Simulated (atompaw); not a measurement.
**What one change does to a pseudopotential (samarium, PAW (atompaw))**

Sm (Z = 62), PAW, made with atompaw 4.2.0.5 (PBE, scalar-relativistic). Core [Kr] 4d10 4f6, reference 5s2 5p6 5d0 6s2 6p0. Waves: 5s (bound): rc 2.55 bohr; 6s (bound): rc 2.95 bohr; 5p (bound): rc 2.95 bohr; 6p (bound, empty): rc 2.95 bohr; 5d (bound, empty): rc 2.25 bohr; 5d channel at 1.55 Ry: rc 2.95 bohr. Local part: bessel scheme, radius 2.05 bohr. Core correction: smooth core density matched at 1.55 bohr. Augmentation charge: sinc compensation charge, radius 2.90 bohr; PAW radius 2.95 bohr; waves and projectors: custom polynom gramschmidtortho.

Change: local potential bessel scheme, radius 1.76 bohr.

Cutoffs: the cutoffs (Ry, on a coarse ladder) from which the occupation-weighted sum of valence levels, in a spherical-Bessel basis at the reference potential, stays within 10 and 1 mRy of its value at 400 Ry; they do not see the model core or the augmentation charge, which bear on the density cutoff.

Task: What does the change do?

Result: The potential gets neither clearly harder nor softer (10 Ry and 18 Ry → 10 Ry and 18 Ry); the range in which the s phases agree narrows (upper end 4.4 → 2.2); the range in which the d phases agree narrows (upper end at the end of the scan → 2.5); neither file shows a bound ghost.

| quantity | base | changed |
| --- | --- | --- |
| cutoff, loose | 10 Ry | 10 Ry |
| cutoff, tight | 18 Ry | 18 Ry |
| bound ghosts | none | none |
| s: phases at 2.96 bohr within 0.05 rad from the reference energy up to (Ry; the scan ends near 5) | 4.4 | 2.2 |
| p: phases at 2.96 bohr within 0.05 rad from the reference energy up to (Ry; the scan ends near 5) | to the end of the scan | to the end of the scan |
| d: phases at 2.96 bohr within 0.05 rad from the reference energy up to (Ry; the scan ends near 5) | to the end of the scan | 2.5 |
| lowest overlap eigenvalue by channel | s 0.51, p 0.91, d 0.73 | s 0.67, p 0.88, d 0.75 |

 The cutoffs see the waves, projectors and local potential, not the compensation charge or the core.
